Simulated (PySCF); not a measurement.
# Running PySCF for BeI

The script input.py:

```python
from pyscf import gto, scf
from pyscf.hessian import thermo

mol = gto.M(
    atom='Be 0 0 0; I 0 0 2.111',
    basis='sbkjc',
    ecp={'Be': 'sbkjc', 'I': 'sbkjc'},
    charge=0,
    spin=1,
    verbose=3,
)
mf = scf.UHF(mol)
mf.kernel()
hess = mf.Hessian().kernel()
print('wavenumber (cm^-1) =', thermo.harmonic_analysis(mol, hess)['freq_wavenumber'].round(1))
mf.dip_moment()
print('orbital energies (hartree):', [e[max(0, n-3):n+3].round(4) for e, n in zip(mf.mo_energy, mol.nelec)])
```

```bash
$ python input.py
```

Output (some set-up lines and the per-cycle HOMO/LUMO lines with their warnings removed):

```
converged SCF energy = -12.2426250117385  <S^2> = 0.75387667  2S+1 = 2.0038729
wavenumber (cm^-1) = [750.7]
Dipole moment(X, Y, Z, Debye): -0.00000, -0.00000, -0.97103
orbital energies (hartree): [array([-0.3909, -0.3909, -0.3288,  0.036 ,  0.036 ,  0.102 ]), array([-0.4679, -0.3917, -0.3917,  0.0269,  0.0734,  0.0734])]
```

In short: E(SCF) = -12.242625 Eh, ⟨S²⟩ = 0.754, μz(SCF) = -0.97 D, wavenumbers 751 cm⁻¹.

Wall time 1.5 s on one thread of a shared host.

The bond length is a typed value, not an optimised one, so the wavenumber is not that of the minimum. No search for the lowest solution was made.
